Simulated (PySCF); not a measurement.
Tl (thallium, neutral): r2SCAN calculation

Configuration: [Xe] 4f14 5d10 6s2 6p1, 2P determinant. All numbers are calculated (PySCF 2.14, the spin-free X2C one-electron Hamiltonian (Gaussian nucleus), in x2c-TZVPPall with one added diffuse shell each of s, p, d, f type (12s8p7d4f, 99 functions)).

- Total energy: -20249.49 hartree
- One-electron energy: -27721.16 hartree
- Hartree (Coulomb) energy: 7858.32 hartree
- Exchange-correlation energy: -386.64 hartree
- ⟨S²⟩: 0.7538
- ⟨L²⟩: 2.011
- Sum of ⟨r⟩: 48.23 bohr
- Sum of ⟨r²⟩: 70.02 bohr²
- Traceless quadrupole moment −½Σ⟨3z² − r²⟩ along its main axis: -6.82 e·bohr²
- Langevin diamagnetic susceptibility: -55.5 ×10⁻⁶ cm³/mol
- Time after the integrals: about 6 core-seconds

```
shell  electrons  mean orbital energy (eV)  spread (eV)  rms radius, mean of both spins (bohr)
 1s α          1                  -85377.9            0                                 0.0184
 1s β          1                  -85377.9            0                                 0.0184
 2s β          1                  -15227.5            0                                 0.0743
 2s α          1                  -15227.5            0                                 0.0743
 2p α          3                  -13160.0        0.014                                 0.0684
 2p β          3                  -13160.0        0.025                                 0.0684
 3s α          1                   -3647.1            0                                  0.190
 3s β          1                   -3647.1            0                                  0.190
 3p α          3                   -3046.2        0.049                                  0.192
 3p β          3                   -3046.2        0.059                                  0.192
 3d α          5                   -2392.6        0.042                                  0.176
 3d β          5                   -2392.6        0.053                                  0.176
 4s α          1                   -820.77            0                                  0.416
 4s β          1                   -820.76            0                                  0.416
 4p α          3                   -621.74        0.107                                  0.444
 4p β          3                   -621.73        0.127                                  0.444
 4d α          5                   -379.25        0.106                                  0.473
 4d β          5                   -379.25        0.129                                  0.473
 5s α          1                   -133.01            0                                  0.934
 5s β          1                   -132.99            0                                  0.934
 4f α          7                   -115.12        0.116                                  0.513
 4f β          7                   -115.11        0.144                                  0.513
 5p α          3                   -78.481        0.277                                   1.07
 5p β          3                   -78.477        0.308                                   1.07
 5d α          5                   -15.968        0.325                                   1.51
 5d β          5                   -15.913        0.423                                   1.51
 6s α          1                    -9.978            0                                   2.64
 6s β          1                    -9.421            0                                   2.64
 6p α          1                    -2.905            0                                   4.06
```

Spin-orbit coupling, absent here, splits the open shell strongly.

Densities and radii are taken from the X2C orbitals without a picture-change correction, which distorts them close to the nucleus.
